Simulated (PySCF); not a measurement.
SMILES [SiH2](N)[CH2][GeH3] at its B3LYP/def2-SVP optimised geometry (Å):

```
13

Si     0.8779    -1.3846     0.0000
N      0.4013    -2.1995     1.4613
C      0.1985     0.3727     0.0000
Ge    -1.7667     0.5523     0.0186
H      2.3720    -1.3846     0.0000
H      0.4346    -2.0374    -1.2786
H     -0.5834    -2.3441     1.6674
H      0.9427    -3.0025     1.7688
H      0.5934     0.9107     0.8780
H      0.5629     0.8977    -0.9001
H     -2.1749     2.0374     0.1371
H     -2.3717    -0.2133     1.2189
H     -2.3720    -0.0278    -1.2788
```

Calculation: PySCF 2.14.0 with B3LYP/def2-TZVP. Cells within 0.4 Å of a nucleus heavier than hydrogen are left out (blank, or x).

Map of the log10 of the electron density (e/bohr³), floored at −4 on the plane z = 0.0 Å:

```
|0000000000000000000000000000000|
|0000000000000000000000000000000|
|0000000000000000000000000000000|
|0000011111110000000000000000000|
|0000122332221000000000000000000|
|0001233444322100000000000000000|
|0012334555432211110000000000000|
|0012345666543222222110000000000|
|0012356776554333333221000000000|
|0123456777654444444322100000000|
|0123456677665555555432100000000|
|0123456677766666665543210000000|
|012345679x976677776543210000000|
|01234567xxx8777xx76543211000000|
|012345679xx8777xx76644322100000|
|0123455678876677x76654333211000|
|0123345666666667776655444321000|
|0112344555555566776665554432100|
|0012234444444556678766665532100|
|00012233333334556xxx77776543200|
|00011222222234557xxx77776543200|
|0000011111223455678766666543100|
|0000000011123445666655555432100|
|0000000000123345555555444322100|
|0000000000112344555444333221000|
|0000000000012334444333222110000|
|0000000000011223333322111000000|
|0000000000001122222211100000000|
|0000000000000011111110000000000|
|0000000000000000000000000000000|
|0000000000000000000000000000000|
```
Scale: ten equal steps from -4.00 (start of '0') to 0.364 (end of '9'), in the order '0123456789'; x runs from -4.50 to 4.50, y from -4.50 (bottom) to 4.50 (top).
